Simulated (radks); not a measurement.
Valence configurations of Ne III (all share [He]). Calculated with a radial shooting solver on a logarithmic mesh with Libxc functionals: scalar-relativistic Kohn-Sham, PBE, spin-polarised, spherical densities, finite nucleus; open shells are filled with parallel spins first; Fermi nuclear charge, rms radius 3.0055 fm. Energies are relative to 2s2 2p4; eigenvalues in eV for spin up.

valence,E (eV),moment (Bohr magnetons),e(2p),e(2s)
2s2 2p4,0.000,2,-56.823,-80.038
2s1.5 2p4.5,11.678,2,-56.708,-80.058
2s1 2p5,23.325,2,-56.596,-80.080
2s0.5 2p5.5,36.863,1,-55.548,-79.045
2p6,49.205,0,-54.345,-

NIST lists [He] 2s2 2p4 as the ground configuration; this level of theory agrees among the configurations tried. The energies are those of spherical high-spin densities, not of single terms.
